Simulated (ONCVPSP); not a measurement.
Yb (Z = 70): one change to an ONCV potential, before and after

```
Element                 : ytterbium (Yb)
Generator               : ONCVPSP 4.0.1
Type                    : optimised norm-conserving Vanderbilt (ONCV)
Functional              : LDA (Perdew-Zunger)
Relativity              : scalar-relativistic
Frozen core             : [Kr] 4d10 4f13
Valence charge          : 11
Reference configuration : 5s2 5p6 5d1 6s2
Partial waves           : 5s+6s: rc 1.95 bohr, ncon 3, nbas 7, qcut 4.7 1/bohr, 3 projectors, debl 2 Ha; 5p: rc 1.50 bohr, ncon 5, nbas 9, qcut 6.5 1/bohr, 2 projectors, debl 1.2 Ha; 5d: rc 2.25 bohr, ncon 4, nbas 7, qcut 4.3 1/bohr, 2 projectors, debl 3.3 Ha
Local potential         : polynomial inside 1.15 bohr (lpopt 5, dvloc0 1 Ha)
Core correction         : none
```

Change: d: rc 2.58.

Cutoffs: the cutoffs (Ha) at which the residual kinetic energy of the hardest occupied pseudo-wave falls to 1 and 0.1 mHa per electron; they do not see the model core or the augmentation charge, which bear on the density cutoff. Errors are all-electron minus pseudo energies relative to the spin-unpolarised reference configuration.

Problem. What does the change do?

Solution. The potential gets neither clearly harder nor softer (32 Ha and 103 Ha → 32 Ha and 103 Ha); the bound ghost in d disappears; of the 3 tests that both files solve, the error grows in 0 and shrinks in 1 by more than 15 % and 0.3 meV (median size 1.3 → 0.9 meV).

```csv
quantity,base,changed
"cutoff, loose",32 Ha,32 Ha
"cutoff, tight",103 Ha,103 Ha
loose cutoff by channel,"s 7.4 Ha, p 32 Ha, d 9.4 Ha","s 7.4 Ha, p 32 Ha, d 8.3 Ha"
bound ghosts,d,none
GHOST(+) flags under 300 eV,s at 148.6 eV,"s at 148.6 eV, d at 186.3 eV"
"tests counted as reliable (solved cleanly; for ONCVPSP, near-neutral configurations with less than one 5d electron left out)",3 of 4,3 of 4
"error for 5s2 5p6 5d1 6s1, meV [ΔE 7.47 eV]",+0.1,+0.1
"error for 5s2 5p6 5d1 6s0, meV [ΔE 20.87 eV]",+9.3,+8.5
"error for 5s2 5p6 5d1 6s0 6p1, meV [ΔE 11.74 eV]",+1.3,+0.9
s: phases at 1.98 bohr within 0.05 rad from the reference energy up to (Ha; the scan ends near 5),to the end of the scan,to the end of the scan
p: phases at 1.52 bohr within 0.05 rad from the reference energy up to (Ha; the scan ends near 5),to the end of the scan,to the end of the scan
```

 A true bound ghost makes a file unfit for plane-wave use even where its test errors are small: the radial tests pick states by their node count and pass the ghost by.
